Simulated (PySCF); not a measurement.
## SnO: frontier orbitals

revPBE at R = 1.846 Å; Sn aug-cc-pVDZ-PP with ECP28, O aug-cc-pVDZ; scalar-relativistic core potentials (PySCF 2.14). State: ¹Σ⁺ (singlet), closed shell. Only the outer orbitals are listed, counted within each symmetry, core potentials removing the inner ones.

| orbital | occ. | ε (eV) | on Sn (%) | main shells (%) |
| --- | --- | --- | --- | --- |
| 5σ | 2 | -21.21 | 10 | 89 O s, 10 Sn d |
| 6σ | 2 | -10.65 | 78 | 75 Sn s, 17 O p |
| 3π | 2 | -6.57 | 19 | 81 O p, 18 Sn p |
| 3π | 2 | -6.57 | 19 | 81 O p, 18 Sn p |
| 7σ | 2 | -6.48 | 41 | 58 O p, 24 Sn p, 15 Sn s |
| 4π | 0 | -2.99 | 87 | 84 Sn p, 14 O p |
| 4π | 0 | -2.99 | 87 | 84 Sn p, 14 O p |
| 8σ | 0 | -0.63 | 99 | 85 Sn p, 10 Sn d |

Q: Which are the highest filled and the lowest empty level, where do they sit, and how wide is the gap?

A: Highest filled 7σ at -6.48 eV (in %: 58 O p, 24 Sn p, 15 Sn s); lowest empty 4π at -2.99 eV (in %: 84 Sn p, 14 O p); the gap at revPBE is 3.49 eV.

- bond order (Mayer): 1.74
- ⟨S²⟩: 0.000
- charge on Sn (Mulliken, basis-dependent): 0.92
- charge on Sn (Löwdin, basis-dependent): 0.91
- dipole moment (positive dipole means Sn(−)O(+)): -4.03 D

Spin–orbit coupling is left out.
